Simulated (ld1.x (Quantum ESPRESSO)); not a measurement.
**What one change does to a pseudopotential (magnesium (Mg), TM)**

```json
{"Element": "Mg", "Generator": "ld1.x (Quantum ESPRESSO) 7.5", "Type": "norm-conserving Troullier–Martins (Kleinman–Bylander form)", "Functional": "PW91", "Relativity": "scalar-relativistic", "Frozen core": "[Ne]", "Valence charge": "2", "Reference configuration": "3s2 3p0", "Partial waves": "3s (bound): rc 2.25 bohr; 3p (bound, empty): rc 3.85 bohr", "Local potential": "all-electron potential smoothed inside 1.70 bohr (lloc = -1)", "Core correction": "none"}
```

Change: functional PBE.

Cutoffs: the cutoffs (Ry, on a coarse ladder) from which the occupation-weighted sum of valence levels, in a spherical-Bessel basis at the reference potential, stays within 10 and 1 mRy of its value at 400 Ry; they do not see the model core or the augmentation charge, which bear on the density cutoff. Errors are all-electron minus pseudo energies relative to the spin-unpolarised reference configuration.

What does the change do?

The potential gets neither clearly harder nor softer (6 Ry and 18 Ry → 6 Ry and 18 Ry); of the 5 tests that both files solve, the error grows in 4 and shrinks in 0 by more than 15 % and 0.3 meV (median size 10.6 → 12.8 meV); neither file shows a bound ghost.

| quantity | base | changed |
| --- | --- | --- |
| cutoff, loose | 6 Ry | 6 Ry |
| cutoff, tight | 18 Ry | 18 Ry |
| bound ghosts | none | none |
| error for 3s1 3p0, meV [ΔE 7.99 → 7.96 eV] | +11 | +13 |
| error for 3s1.5 3p0, meV [ΔE 3.16 → 3.14 eV] | +1.5 | +1.4 |
| error for 3s1 3p1, meV [ΔE 3.49 eV] | +10 | +13 |
| error for 3s0 3p2, meV [ΔE 7.18 eV] | +59 | +73 |
| error for 3s0 3p1, meV [ΔE 12.35 → 12.33 eV] | +94 | +115 |
| s: phases at 4.20 bohr within 0.05 rad from the reference energy up to (Ry; the scan ends near 5) | 0.6 | 0.6 |
| p: phases at 4.20 bohr within 0.05 rad from the reference energy up to (Ry; the scan ends near 5) | 1.0 | 1.0 |
